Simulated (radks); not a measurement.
Charge is removed step by step from the 3d level of Br, starting from [Ar] 3d10 4s2 4p5. Method: scalar-relativistic Kohn-Sham, r2SCAN, spin-unpolarised, spherical densities, finite nucleus; meta-GGA in the generalised Kohn-Sham scheme; Fermi nuclear charge, rms radius 4.1629 fm; computed with a radial shooting solver on a logarithmic mesh with Libxc functionals.

removed (e)  E - E(0) (eV)  eigenvalue (eV)  E minus straight line (eV)
0                    0.000          -67.992                       0.000
0.25                17.703          -73.712                      -2.237
0.5                 36.863          -79.650                      -3.017
0.75                57.532          -85.790                      -2.288
1                   79.761          -92.120                       0.000

Removing the whole electron costs 79.761 eV by Delta-SCF, against 67.992 eV from minus the eigenvalue at the starting occupation. Slater's transition state (half an electron removed) gives 79.650 eV. Integrating minus the eigenvalue over the occupation (Janak's theorem) gives 79.785 eV. In this scalar-relativistic scheme the density is built from large components alone, so the theorem holds only approximately. The mean slope of the eigenvalue, de/dn, is 24.1 eV per electron.
